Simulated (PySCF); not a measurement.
C₅H₁₂F₂N₂Si.
Numbering: `[CH3:1][NH:2][Si@@H:3]1[NH:4][CH2:5][CH2:6][C@@H:7]1[CH:8]([F:9])[F:10]`

NICS = −σ at a ghost point: NICS(0) at the centroid of the ring atoms, NICS(1) 1 Å to either side along the normal of their mean plane, zz for the tensor component along that normal. Level: GIAO PBE0/pcSseg-1 (PySCF, non-relativistic, gas phase) on the GFN2-xTB geometry, one conformer.

Ring bond lengths (Å), with Mayer bond orders in brackets: Si3–N4 1.717 (0.99), N4–C5 1.451 (0.98), C5–C6 1.525 (1.04), C6–C7 1.527 (0.99), C7–Si3 1.904 (0.81).

**Question.** Give the NICS values of each ring in ppm.

**Answer.** 
| ring | type | NICS(0) | NICS(1), two faces | NICS(1)zz, two faces | rms pucker (Å) | centre to ring atoms, mean (Å) |
| --- | --- | --- | --- | --- | --- | --- |
| Si3–N4–C5–C6–C7 | 5-membered ring with N and Si; formal bonds all single | -6.1 | -3.2 / -3.4 | -3.5 / -0.7 | 0.17 | 1.36 |

**Question.** What can be read from them?

**Answer.** 
- Si3–N4–C5–C6–C7: mean NICS(1)zz -2.1 ppm, near zero. Si3, C5, C6, C7 have four or more neighbours, and the NICS criterion for π rings isn't applied.

**Question.** At the first NICS(1) probe listed for ring Si3–N4–C5–C6–C7, 1 Å off the ring, how large is the induced field along the normal in 1 T applied along it?

**Answer.** NICSzz × B0 = -3.5 ppm × 1 T = -4 μT, against the applied field.

**Question.** List the ring angles and the Hirshfeld charges of the ring atoms.

**Answer.** 
- Si3–N4–C5–C6–C7: Si3 92.5° (+0.402 e), N4 113.1° (-0.249 e), C5 106.1° (-0.022 e), C6 107.7° (-0.070 e), C7 103.9° (-0.137 e); sum 523.3° against 540° for a flat convex ring.

**Question.** How shielded are the nuclei of the rings and their hydrogens (means over atoms taken as equivalent)?

**Answer.** 
```
   atoms                   environment  σ isotropic (ppm)
     Si3                   SiH silicon              366.0
      N4        silicon-bound nitrogen              223.1
      C5  sp3 carbon bound to nitrogen              137.6
      C6               ring CH2 carbon              157.2
      C7   sp3 carbon bound to silicon              151.2
H on Si3                 Si–H hydrogen              26.43
 H on N4                  N–H hydrogen              30.70
 H on C5            methylene hydrogen              28.22
 H on C5            methylene hydrogen              28.44
 H on C6            methylene hydrogen              30.01
 H on C6            methylene hydrogen              29.68
 H on C7              methine hydrogen              30.19
```
